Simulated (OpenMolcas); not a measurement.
Cl⁶⁺: effect of the basis set

```yaml
Program: OpenMolcas 26.06
Method: "SS-CASPT2, IPEA 0.25 Eh, imaginary shift 0.1 Eh (closed shells correlated: 2s 2p)"
Active_space: 1 electron in 4 orbitals (3s 3p)
State_averaging: 2S+1 = 2 even, 1 root; 2S+1 = 2 odd, 3 roots
Spin-orbit_coupling: state interaction with AMFI integrals over the reference wave functions, term energies averaged over their components
```

A. ANO-R1 [4s3p1d], X2C, finite nucleus; CASPT2 step of the order of 0.8 core-seconds
B. ANO-RCC-VTZP [5s4p2d1f], DKH2, point nucleus; CASPT2 step about 0.6 core-seconds
C. ANO-L-VTZP [5s4p2d1f], non-relativistic, point nucleus; CASPT2 step about 0.9 core-seconds
D. ANO-R2 [5s4p3d1f], X2C, finite nucleus; CASPT2 step of the order of 0.7 core-seconds
E. ANO-RCC-VQZP [6s5p3d2f1g], DKH2, point nucleus; CASPT2 step of the order of 1.7 core-seconds
F. ANO-R3 [6s5p4d3f1g], X2C, finite nucleus; CASPT2 step of the order of 0.7 core-seconds

Energies in eV above 3s ²S_1/2, the measured ground level; measured values from Moore, Atomic Energy Levels, vol. I, NSRDS-NBS 35 (1971 reprint of NBS Circular 467, 1949).

```json
{"Level": "3s ²S_1/2", "A": "0.0000", "B": "0.0000", "C": "0.0000", "D": "0.0000", "E": "0.0000", "F": "0.0000", "Measured": "0.0000"}
{"Level": "3p ²P°_1/2", "A": "13.282", "B": "15.283", "C": "15.018", "D": "15.614", "E": "15.292", "F": "15.280", "Measured": "15.2502"}
{"Level": "3p ²P°_3/2", "A": "13.485", "B": "15.489", "C": "15.223", "D": "15.829", "E": "15.502", "F": "15.492", "Measured": "15.4845"}
```

Deviations, from unrounded energies. A percentage is the sum of absolute deviations over the sum of measured energies, with the sign that they share, or ± where signs differ.

| Against measurement | Levels | A | B | C | D | E | F |
| --- | --- | --- | --- | --- | --- | --- | --- |
| mean absolute deviation (cm-1) | 2 | 16000 | 150 | 2000 | 2900 | 240 | 150 |
| other configurations (%) | 2 | -12.9 | +0.1 | -1.6 | +2.3 | +0.2 | +0.1 |

B, F lie about equally close to measurement and A furthest from it. The largest miss of B in the table is 3p ²P°_1/2, by +260 cm-1. The ranking rests on the paired levels alone, and a cruder setting can come out closer through cancelling errors.

Among A to F the level of the table that moves most is 3p ²P°_3/2, by 19000 cm-1 (lowest in A, highest in D).

With one active electron, CASPT2 adds the correlation within the correlated inactive shells and between them and that electron, and leaves the splitting within a term as the reference gives it. The basis is small and was not contracted for so high a charge (holds for A). Computed and measured levels are paired by configuration, term and J; levels that our copy of the source lacks, or whose pairing is in doubt (as where it misses far off the trend of its configuration), stay unpaired and out of the deviations. Only configurations of the active space appear.

° marks odd parity.
